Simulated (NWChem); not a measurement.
System: CH4OSi, singlet; SMILES [Si](O)C

```xyz
7

Si     0.6692     0.1171     0.0007
C     -0.4345    -1.4432     0.0013
H     -0.2457    -2.0273    -0.9276
H     -1.5163    -1.2067     0.0676
H     -0.1482    -2.1122     0.8427
O     -0.5786     1.2730     0.0007
H     -0.2221     2.1817    -0.0053
```
Atoms are numbered in this order, from 1.

Program: NWChem. Low-valent species are run as closed-shell singlets; no triplet was tried in these runs. Structure relaxed at the PBE-D3(BJ)/def2-SVP level. Level MN15/def2-SVP: energy and gradient on several grids; changes count from the extra-fine grid, which is no exact limit either.

```tsv
grid	size of the energy change (μHa)	largest change of a gradient component (μHa/bohr)
xcoarse	20000	2000
coarse	300	300
medium	< 10	90
fine	< 10	< 30
xfine	< 10	< 30
```
